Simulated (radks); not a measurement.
Results of a calculation; reference values are marked as such.
The argon ion Ar6+, configuration [Ne] 3s2 (the NIST ground configuration). Level of theory: scalar-relativistic Kohn-Sham, r2SCAN, spin-polarised, spherical densities, finite nucleus; meta-GGA in the generalised Kohn-Sham scheme; Fermi nuclear charge, rms radius 3.4274 fm (a radial shooting solver on a logarithmic mesh with Libxc functionals).

Unscreened Slater integrals over Kohn-Sham orbitals (eV). They are taken over the spin-up orbitals. Empty in this configuration: 3p.

F0(3s,3s): 20.521
F0(3s,2p): 26.950
G1(3s,2p): 2.3474
F0(3s,2s): 26.620
G0(3s,2s): 1.8735
F0(3s,3p): 20.128
G1(3s,3p): 13.564
F0(2p,2p): 66.921
F2(2p,2p): 31.223
F0(2p,2s): 62.829
G1(2p,2s): 36.995
F0(2p,3p): 26.450
F2(2p,3p): 5.5041
G0(2p,3p): 2.2671
G2(2p,3p): 2.3317
F0(2s,2s): 60.131
F0(2s,3p): 25.999
G1(2s,3p): 1.7469
F0(3p,3p): 19.772
F2(3p,3p): 10.179
